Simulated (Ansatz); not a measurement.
Geometry optimisation, Ansatz, RKS B3LYP-D4/def2-SVP.

Input:

```yaml
crystal:
  periodic: [false, false, false]
  atoms:
    - { symbol: Ga, position_ang: [-1.2084, -0.731654, -0.186798] }
    - { symbol: Br, position_ang: [0.614233, -2.077247, 0.610036] }
    - { symbol: H, position_ang: [-1.44213, -0.820481, -1.722309] }
    - { symbol: H, position_ang: [-1.991453, -0.033089, 0.96885] }
    - { symbol: H, position_ang: [1.638072, 0.487407, 0.088485] }
    - { symbol: O, position_ang: [1.223003, 1.292453, -0.262088] }
    - { symbol: H, position_ang: [1.166675, 1.88261, 0.503824] }
basis:
  gaussian: { orbitals: def2-SVP }
hamiltonian:
  xc: b3lyp
  dispersion: d4
relax:
  f_tol: 0.03
  max_steps: 50
output:
  orbitals: {}
```

Launched with:

```bash
$ ansatz run input.yaml --threads 2 --pin off --max-ram 3072MiB --backend cpu --events-out ev --progress --plain --runs-dir out
```

Problem. Where does it end, and by what steps?

Solution. It converged. After 7 steps the energy has fallen by 0.526 eV; O6 moved furthest, 0.55 Å. Joined: Ga1–O6.

```
step  energy less start (eV)  largest force component (eV/Å)  accepted
   0                  0.0000                           0.772       yes
   1                 -0.1223                           1.087       yes
   2                 -0.2990                           0.890       yes
   3                 -0.4850                           0.477       yes
   4                 -0.4901                           0.602       yes
   5                 -0.5199                           0.360       yes
   6                 -0.5252                           0.048       yes
   7                 -0.5264                           0.023       yes
```

```xyz
7
Properties=species:S:1:pos:R:3
Ga -0.850 -0.455 -0.162
Br 0.677 -2.100 0.645
H -1.199 -0.617 -1.674
H -1.701 0.205 0.977
H 1.533 0.373 0.000
O 0.788 0.957 -0.238
H 0.752 1.638 0.452
```

Whether the end is a true minimum wasn't checked by a vibrational analysis.

Time of the run: 22 s on 2 threads of Arm Neoverse V2, with other jobs on the host, peak memory 0.22 GiB.
